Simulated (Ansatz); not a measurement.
Basis-set extrapolation for C2H7BO2 (`CCB(O)O`) (PBE0-D4/def2-TZVP geometry, frozen core, the Gaussian-basis code of Ansatz). Multiplicity 1, RHF reference.

```json
{"": "HF", "def2-TZVPP": "-254.456309", "def2-QZVPP": "-254.468497"}
{"": "MP2 correlation", "def2-TZVPP": "-0.930928", "def2-QZVPP": "-0.998836"}
{"": "CCSD(T) correlation", "def2-TZVPP": "-1.000131", "def2-QZVPP": "not run"}
```

Energies in hartree. Use E(X) = E(∞) + A·exp(−7.88·√X) for Hartree–Fock and E(X) = E(∞) + B·X^(−2.97) for correlation, with X = 3 and 4, and add CCSD(T) minus MP2 of the smaller set to the MP2 limit.

Question: What is the CCSD(T) energy at the basis-set limit?

Answer: HF limit: -254.468497 + (-0.012188) × 0.13774 = -254.47018. MP2 limit: -0.998836 + (-0.067908) × 0.74074 = -1.04914. Higher-order term: -1.000131 − (-0.930928) = -0.06920. Total: -255.58852 hartree, 346.8 kJ/mol below CCSD(T)/def2-TZVPP.
